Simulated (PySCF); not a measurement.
## Spinor energies of Pt⁴³⁺ (platinum, charge +43)

Start: [Ar] 3d10 4s2 4p5; 4p1/2 filled at m_j = -1/2, +1/2; 4p3/2 filled at m_j = -1/2, +1/2, +3/2. Calculated with PySCF 2.14 in an uncontracted even-tempered set (16 s from 5.5 bohr⁻², ratio 2.8; 14 p from 7.2 bohr⁻², ratio 2.8; 8 d from 13 bohr⁻², ratio 2.8; 4 f from 34 bohr⁻², ratio 3): generalised Hartree-Fock with the X2C-1e Hamiltonian and a Gaussian nucleus; one run each with spin-orbit coupling (SO) switched off, then screened by Boettger's factors.

```json
{"spinor shell": "1s1/2", "electrons": "2", "ε, spin-free (eV)": "-80925.3", "ε, screened SO (eV)": "-80894.7", "weight of nominal j (screened SO)": "1.000", "rms radius, screened SO (bohr)": "0.0194"}
{"spinor shell": "2s1/2", "electrons": "2", "ε, spin-free (eV)": "-16083.5", "ε, screened SO (eV)": "-16072.9", "weight of nominal j (screened SO)": "1.000", "rms radius, screened SO (bohr)": "0.0781"}
{"spinor shell": "2p1/2", "electrons": "2", "ε, spin-free (eV)": "-14228.8", "ε, screened SO (eV)": "-15473.1", "weight of nominal j (screened SO)": "1.000", "rms radius, screened SO (bohr)": "0.0662"}
{"spinor shell": "2p3/2", "electrons": "4", "ε, spin-free (eV)": "-14228.8", "ε, screened SO (eV)": "-13734.9", "weight of nominal j (screened SO)": "1.000", "rms radius, screened SO (bohr)": "0.0740"}
{"spinor shell": "3s1/2", "electrons": "2", "ε, spin-free (eV)": "-5357.7", "ε, screened SO (eV)": "-5353.4", "weight of nominal j (screened SO)": "1.000", "rms radius, screened SO (bohr)": "0.197"}
{"spinor shell": "3p1/2", "electrons": "2", "ε, spin-free (eV)": "-4804.1", "ε, screened SO (eV)": "-5090.2", "weight of nominal j (screened SO)": "1.000", "rms radius, screened SO (bohr)": "0.188"}
{"spinor shell": "3p3/2", "electrons": "4", "ε, spin-free (eV)": "-4804.1", "ε, screened SO (eV)": "-4686.7", "weight of nominal j (screened SO)": "1.000", "rms radius, screened SO (bohr)": "0.204"}
{"spinor shell": "3d3/2", "electrons": "4", "ε, spin-free (eV)": "-4212.9", "ε, screened SO (eV)": "-4262.3", "weight of nominal j (screened SO)": "1.000", "rms radius, screened SO (bohr)": "0.178"}
{"spinor shell": "4s1/2", "electrons": "2", "ε, spin-free (eV)": "-2463.4", "ε, screened SO (eV)": "-2461.8", "weight of nominal j (screened SO)": "1.000", "rms radius, screened SO (bohr)": "0.415"}
{"spinor shell": "4p1/2", "electrons": "2", "ε, spin-free (eV)": "-2261.4", "ε, screened SO (eV)": "-2350.5", "weight of nominal j (screened SO)": "1.000", "rms radius, screened SO (bohr)": "0.408"}
{"spinor shell": "4p3/2", "electrons": "3", "ε, spin-free (eV)": "-2261.4", "ε, screened SO (eV)": "-2224.5", "weight of nominal j (screened SO)": "1.000", "rms radius, screened SO (bohr)": "0.431"}
```

**Question.** Where does 3d5/2 lie, and what is the 3d spin-orbit splitting (screened SO)?

**Answer.** At -4175.6 eV, 86.689 eV above 3d3/2.

| quantity | spin-free | screened SO |
| --- | --- | --- |
| E (hartree) | -17176.85358 | -17205.45497 |
| M_J | 3/2 | 3/2 |
| ⟨J²⟩ | 3.751 | 3.751 |
| ⟨L²⟩ | 2.001 | 2.089 |
| ⟨S²⟩ | 0.750 | 0.839 |

Each row is a mean over spinors that exchange with the open shell spreads, by up to 13.407 eV (4s1/2).

Breit and QED terms are absent; they matter most for the inner s and p1/2 levels.

Densities and radii are taken from the X2C orbitals without a picture-change correction, which distorts them close to the nucleus.

Without spin-orbit coupling the j labels of p, d and f shells carry no meaning; the spin-free column gives the mean over the occupied spinors of each nl shell.
